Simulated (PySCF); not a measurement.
C2H4N2OSi, SMILES N#C/N=C/O[SiH3].

Geometry: B3LYP-D3(BJ)/def2-SVP. The structure was generated by enumeration; whether it is a known compound was not checked. One conformer was computed; it need not be the lowest.

These are PBE0/def2-TZVP run with PySCF values and carry that method's errors.

- total energy: -552.52313 hartree
- point group: Cs
- highest occupied level: -8.33 eV
- lowest empty level: -1.68 eV
- orbital gap: 6.65 eV
- dipole moment: 5.16 D
- quadrupole, principal values (traceless, Buckingham form, about the centre of nuclear charge): -18.15, 6.54, 11.61 D·Å
- mean static polarisability: 66.4 bohr³ (9.84 Å³)
- polarisability, principal values: 45.1, 53.4, 100.7 bohr³
